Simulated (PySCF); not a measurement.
Compound: C₂H₆BO₂ (charge -1).
Bonds: B1–O2, O2–C3, C3–C4, C4–O5, B1–O5. Hydrogens: H6, H7 on B1; H8, H9 on C3; H10, H11 on C4.

NICS is the negative of the GIAO shielding at a point without a nucleus: at the ring centre (0) and 1 Å above and below it (1); zz is the component along the ring normal. Level: GIAO PBE0/pcSseg-1 (PySCF, non-relativistic, gas phase) on the PBE0-D3(BJ)/def2-SVP geometry, one conformer.

Ring bond lengths (Å), with Mayer bond orders in brackets: B1–O2 1.491 (0.85), O2–C3 1.375 (1.03), C3–C4 1.561 (1.00), C4–O5 1.375 (1.03), O5–B1 1.488 (0.85).

**Question.** Give the NICS values of each ring in ppm.

**Answer.** 
```csv
ring,type,NICS(0),"NICS(1), two faces","NICS(1)zz, two faces",rms pucker (Å),"centre to ring atoms, mean (Å)"
B1–O2–C3–C4–O5,5-membered ring with B and 2 O; formal bonds all single,-8.5,-3.7 / -3.1,-8.9 / -7.6,0.15,1.23
```

**Question.** What do they say, and how far can they be read as aromaticity?

**Answer.** 
- B1–O2–C3–C4–O5: mean NICS(1)zz -8.3 ppm, shielded. B1, C3, C4 have four or more neighbours; no verdict on aromaticity is drawn. NICS(0) lies 5 ppm below the mean NICS(1).

**Question.** What is the mean of the two in-plane components of NICS at the second NICS(1) probe listed for ring B1–O2–C3–C4–O5, 1 Å off the ring?

**Answer.** The isotropic value is a third of the trace: (3 × -3.1 − (-7.6))/2 = -0.9 ppm.

**Question.** Give the inner angles of the rings and the Hirshfeld charges of the ring atoms.

**Answer.** 
- B1–O2–C3–C4–O5: B1 102.6° (-0.029 e), O2 106.6° (-0.269 e), C3 106.1° (-0.032 e), C4 106.0° (-0.032 e), O5 105.6° (-0.268 e); sum 526.9° against 540° for a flat convex ring.

**Question.** How shielded are the nuclei of the rings and their hydrogens (means over atoms taken as equivalent)?

**Answer.** 
| atoms | environment | σ isotropic (ppm) | principal values of the symmetric part, first atom (ppm) |
| --- | --- | --- | --- |
| B1 | four-coordinate boron | 101.3 | 85.3, 102.7, 115.9 |
| O2 (×2) | boron-bound oxygen | 285.3 | 194.2, 299.2, 371.5 |
| C3 (×2) | sp3 carbon bound to oxygen | 116.5 | 87.8, 103.4, 158.2 |
| H6 (×2) | B–H hydrogen | 28.12 | 25.2, 27.6, 32.3 |
| H8 (×4) | methylene hydrogen | 27.89 | 24.3, 26.5, 33.2 |

**Question.** How do the values depend on the level or the medium?

**Answer.** 
```json
{"level": "PBE0/pcSseg-1, gas", "NICS(0), B1–O2–C3–C4–O5": "-8.5", "mean NICS(1)zz, B1–O2–C3–C4–O5": "-8.3"}
{"level": "WP04/pcSseg-2, gas", "NICS(0), B1–O2–C3–C4–O5": "-7.7", "mean NICS(1)zz, B1–O2–C3–C4–O5": "-6.6"}
```

The geometry is the same throughout.

On one thread, Arm Neoverse V1 (aarch64), shared host with 32 logical CPUs at a one-minute load of 14, this took 7.3 s and 0.53 GiB of memory at its peak. This is the whole shielding run at PBE0/pcSseg-1, SCF included.
